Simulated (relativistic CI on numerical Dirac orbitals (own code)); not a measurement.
Method of calculation: Dirac-Coulomb-Breit CI, separate exchange-only KLI orbitals for each configuration, QED by a radiative potential, unscaled Slater integrals (own radial code, finite nucleus).

Configurations in the expansion (outside the closed core 1s2): 2s2, 2s 2p, 2p2, 2p 3s, 2p 3p, 2s 3s, 2s 3p, 2s 3d, 2s 4s, 2s 4p, 2s 4d, 2s 4f, 2s 5s, 3s2, 2s 5p, 2s 5d, 2s 5f, 2s 5g, 3s 3p, 3p2. Levels of other configurations are missing.

At this charge energies of transitions that change n are usually good to better than 1 %, and those within a shell (Δn = 0) to a few per cent.

Outline of the computed level scheme of Sm LIX. Lowest level of each configuration: 2s2 1S_0 at 0.00 eV; 2s 2p 3P°_0 at 128.35 eV; 2p2 3P_0 at 368.66 eV; 2s 3s 3S_1 at 7347.95 eV; 2s 3p 3P°_0 at 7409.89 eV; 2p 3s 3P°_1 at 7509.71 eV; 2p 3p 3D_1 at 7546.89 eV; 2s 3d 3D_1 at 7636.52 eV; 2s 4s 3S_1 at 9871.43 eV.

Some strong electric-dipole decays among the lowest 36 levels: 2s 3d 3D_3 → 2s 2p 3P°_2 (8.3e+14 s⁻¹); 2s 3d 3D_2 → 2s 2p 3P°_1 (7.5e+14 s⁻¹); 2s 3d 1D_2 → 2s 2p 1P°_1 (7.1e+14 s⁻¹); 2s 3d 3D_1 → 2s 2p 3P°_0 (4.4e+14 s⁻¹); 2p 3p 3P_0 → 2s 2p 3P°_1 (3.4e+14 s⁻¹); 2s 3p 1P°_1 → 2s2 1S_0 (3.3e+14 s⁻¹); 2p 3p 3D_1 → 2s 2p 3P°_1 (2.7e+14 s⁻¹); 2p 3p 1S_0 → 2s 2p 1P°_1 (2.7e+14 s⁻¹).

LS names give the leading component of a level, which can be under half, so a name can repeat, a term be missing and a line seem to break the LS rules.
